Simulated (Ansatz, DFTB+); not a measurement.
Species: CH$_{3}$S, net charge 1, singlet state. SMILES: [SH+]=C

Atoms: C1, S2, H3, H4, H5. Bonds: C1-S2, C1-H3, C1-H4, S2-H5.

Bond lengths (Å) and angles (degrees) optimised at SCC-DFTB with DFTB+; HF/STO-3G with Ansatz (a program for electronic structure); HF/3-21G with Ansatz; PBE/6-31G* with Ansatz, each started from the B3LYP-D3(BJ)/def2-TZVP structure (Ansatz) of the last column. A row stands for all coordinates that are equal there. 6-31G* holds six Cartesian d functions. No wavenumbers were computed at SCC-DFTB, HF/STO-3G, PBE/6-31G*, so these may be saddle points.

| coordinate | SCC-DFTB | HF/STO-3G | HF/3-21G | PBE/6-31G* | B3LYP-D3(BJ)/def2-TZVP |
|---|---|---|---|---|---|
| C1-S2 | 1.615 | 1.630 | 1.661 | 1.638 | 1.616 |
| C1-H3 | 1.104 | 1.100 | 1.074 | 1.099 | 1.087 |
| C1-H4 | 1.104 | 1.100 | 1.075 | 1.098 | 1.085 |
| S2-H5 | 1.365 | 1.351 | 1.355 | 1.369 | 1.357 |
| S2-C1-H3 | 120.3 | 119.0 | 117.6 | 117.2 | 117.5 |
| S2-C1-H4 | 124.2 | 124.2 | 123.3 | 123.6 | 123.4 |
| C1-S2-H5 | 104.2 | 98.3 | 100.7 | 98.6 | 98.8 |
| H3-C1-H4 | 115.6 | 116.8 | 119.1 | 119.2 | 119.1 |

Mean signed difference of all 4 bond lengths from B3LYP-D3(BJ)/def2-TZVP: SCC-DFTB 0.011 Å, HF/STO-3G 0.009 Å, HF/3-21G 0.005 Å, PBE/6-31G* 0.015 Å.
